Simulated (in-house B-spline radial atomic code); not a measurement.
Atomic self-consistent-field run: Sr III (Sr2+) (an excited or competing configuration). Method: scalar-relativistic (X2C) PBE0, spin-polarised, spherical fractional occupations, exact exchange averaged over the configuration, Fermi nucleus of rms radius 4.224 fm. Calculated with an all-electron radial atomic-structure program (B-spline basis).

Command:
```bash
python run_scf.py task.json out
```
Settings (nuclear radius in fm, mass in u):
```
Z                38
configuration    [Ar] 3d10 4s2 4p5 5s1
hamiltonian      x2c
method           pbe0
spin_polarised   True
nucleus          fermi
rms_radius       4.224
atomic_mass      87.90561
speed_of_light   137.035999084
exact_exchange   averaged over the configuration
```

Output (hartree, bohr):
```
 radial grid: 79 intervals, B-splines of order 8, outer radius 53.7037 bohr

 iter        energy (Eh)    residual
    1       -3175.140692    4.16e-01
    2       -3176.800729    1.70e-01
    3       -3177.458125    2.95e-02
    4       -3177.480293    9.83e-03
    5       -3177.482343    2.48e-03
    6       -3177.482533    1.18e-03
    7       -3177.482552    1.81e-04
    8       -3177.482553    3.63e-05
    9       -3177.482553    9.22e-07
   10       -3177.482553    6.17e-08

 total energy                     -3177.48255
 kinetic                            3272.8839
 electron-nucleus                  -7641.2600
 Hartree                            1295.7777
 exact exchange                      -25.7708
 exchange-correlation                -79.1133

 orbital      occ     eigenvalue          <r>       <r^2>       <1/r>       r_max
 1s up      1.000      -588.3026    0.0387068   0.0020306     40.0629     0.02501
 1s down    1.000      -588.2960    0.0387066  0.00203058     40.0631     0.02501
 2s up      1.000       -80.9895     0.172012   0.0349506     8.89757       0.145
 2s down    1.000       -80.9851      0.17201   0.0349494     8.89747       0.145
 2p up      3.000       -72.0134     0.150207   0.0276095     8.51591      0.1159
 2p down    3.000       -72.0070     0.150212   0.0276108     8.51562      0.1159
 3s up      1.000       -13.4782     0.490939    0.276714     2.95771      0.4356
 3s down    1.000       -13.4684     0.490936    0.276665      2.9571      0.4357
 3p up      3.000       -10.5542     0.497481    0.288895     2.77241      0.4307
 3p down    3.000       -10.5435     0.497574    0.288976     2.77153      0.4308
 3d up      5.000        -5.7204     0.497388    0.301204     2.50898      0.3771
 3d down    5.000        -5.7116     0.496802    0.300278     2.51062      0.3771
 4s up      1.000        -2.3661      1.33119     2.00522     1.01051       1.182
 4s down    1.000        -2.2935      1.33253     2.01055     1.01019       1.182
 4p up      3.000        -1.6288      1.50616     2.59211    0.878259       1.305
 4p down    2.000        -1.5775      1.50608     2.59217      0.8791       1.305
 5s up      1.000        -0.6227      3.36366     12.6454     0.38352       3.076
```

Cost of the run: 0.35 s on 1 thread of Arm Neoverse V1, with other jobs on the host.

One-electron X2C: radii and densities carry no picture-change correction, so inner-shell <1/r> comes out high (for 1s by about 2 % at Z = 33, 5 % at 54, 10 % at 75, 30 % at 118) and <r> low.
